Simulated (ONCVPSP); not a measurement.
u(r) = r·R(r): atom against pseudo-atom (hydrogen (H))

Columns: radius, all-electron u(r) and pseudo u(r) of the 1s shell (level -6.49 eV) of hydrogen in the configuration 1s1; PBE, scalar-relativistic, ONCV scheme, ONCVPSP 4.0.1.

```tsv
r (bohr)	all-electron	pseudo
0.053	0.0965	0.0772
0.105	0.1812	0.1514
0.158	0.2584	0.2240
0.210	0.3256	0.2915
0.262	0.3853	0.3550
0.315	0.4389	0.4155
0.368	0.4859	0.4713
0.420	0.5260	0.5212
0.473	0.5615	0.5660
0.525	0.5914	0.6030
0.578	0.6174	0.6333
0.630	0.6387	0.6556
0.683	0.6568	0.6717
0.735	0.6711	0.6824
0.788	0.6827	0.6897
0.840	0.6913	0.6949
0.893	0.6976	0.6989
0.945	0.7015	0.7018
0.998	0.7034	0.7034
1.050	0.7035	0.7035
1.102	0.7020	0.7020
1.155	0.6990	0.6990
1.208	0.6946	0.6946
1.260	0.6892	0.6892
1.313	0.6827	0.6827
1.365	0.6753	0.6753
```

Task: How many radial nodes do the two functions have?

Result: The all-electron 1s function has n − l − 1 = 0; the pseudo-wave has 0.

Task: At about which radius was the pseudo-wave matched?

Result: 1.05 bohr. The columns agree to 0.0005 from 0.94 bohr on; several derivatives are matched, so the curves merge somewhat inside the radius.

Task: Where does each function peak?

Result: Outermost all-electron maximum near 1.05 bohr, pseudo maximum near 1.05 bohr (to the table’s step).

Task: Is the pseudo-wave norm-conserving?

Result: Yes: the ONCV scheme keeps the norm inside the radius equal to the all-electron one, which fixes the energy derivative of the logarithmic derivative at the level.
